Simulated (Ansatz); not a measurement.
The same molecule with X = V, Nb, Ta. Ansatz, PBE0-D4/def2-TZVP geometries, multiplicity 1. Each molecule was computed in one conformer, which needn't be the lowest.

Elements past krypton have def2 core potentials. Scalar relativity is left out up to krypton.

| X | molecule | mean X–F bond length / Å | mean X–O bond length / Å | HOMO–LUMO gap (PBE0/def2-TZVPP) / eV | LUMO energy (B3LYP/def2-TZVPP) / eV | LUMO energy (PBE0/def2-TZVPP) / eV |
| --- | --- | --- | --- | --- | --- | --- |
| V | `[O]=[V]([OH])([F])[F]` | 1.723 | 1.643 | 7.51 | -3.73 | -3.41 |
| Ta | `[O]=[Ta]([OH])([F])[F]` | 1.876 | 1.800 | 8.79 | -1.35 | -1.06 |

Problem. Give the row for X = Nb, `[O]=[Nb]([OH])([F])[F]`. (An estimate is asked.)

Solution. The calculation gave: 
```csv
X,molecule,mean X–F bond length / Å,mean X–O bond length / Å,HOMO–LUMO gap (PBE0/def2-TZVPP) / eV,LUMO energy (B3LYP/def2-TZVPP) / eV,LUMO energy (PBE0/def2-TZVPP) / eV
Nb,`[O]=[Nb]([OH])([F])[F]`,1.866,1.783,8.48,-1.98,-1.70
```

From V to Ta the mean X–F bond length rises at each step, by 0.153 Å in all; the mean X–O bond length rises at each step, by 0.157 Å in all; the HOMO–LUMO gap (PBE0/def2-TZVPP) rises at each step, by 1.28 eV in all; the LUMO energy (B3LYP/def2-TZVPP) rises at each step, by 2.38 eV in all; the LUMO energy (PBE0/def2-TZVPP) rises at each step, by 2.35 eV in all.

B3LYP here is the variant with VWN-RPA as its local correlation; programs differ in this.
